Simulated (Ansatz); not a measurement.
Q: Name a neutral molecule of B, S and H with size of the dipole moment (ωB97M-V/def2-TZVPP) between 1.35 and 1.65 D and HOMO–LUMO gap (PBE/def2-TZVPP) between 3.90 and 4.20 eV (Ansatz, PBE0-D4/def2-TZVP geometry).

A: `BSBS` (1.40 D, 4.10 eV). Other molecules can fit too; these were computed, each in one conformer that needn't be the lowest.
